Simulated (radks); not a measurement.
Problem. The mean radii <r> (bohr) of the occupied orbitals of an atom or ion are listed with their occupations. All-electron calculation, scalar-relativistic Kohn-Sham, PBE, spin-polarised, spherical densities, finite nucleus; Fermi nuclear charge, rms radius of each element as measured or else 0.836 A^(1/3) + 0.57 fm. Program: a radial shooting solver on a logarithmic mesh with Libxc functionals.

orbital  occ.      <r>
1s down     1  0.02274
1s up       1  0.02274
2s up       1  0.09702
2s down     1  0.09702
2p up       3  0.08548
2p down     3  0.08548
3s up       1   0.2549
3s down     1   0.2548
3p up       3   0.2532
3p down     3   0.2531
3d up       5   0.2309
3d down     5   0.2308
4s up       1   0.5712
4s down     1   0.5713
4p up       3   0.6006
4p down     3   0.6008
4d up       5   0.6416
4d down     5   0.6421
5s up       1    1.180
5s down     1    1.184
4f up       2   0.7102

Name the element and its charge. Open shells, if any, are filled with parallel spins first.

Solution. Z = 62, samarium, charge +12: Sm12+ in [Kr] 4d10 4f2 5s2. The 1s radius gives Z: for a bare nucleus <r> = (2 gamma + 1)/(2Z) with gamma = sqrt(1 - (Z/c)^2), 0.02245 bohr for Z = 62, and screening makes it slightly larger (0.02274 here). The occupations add up to 50, and the charge is Z minus that.
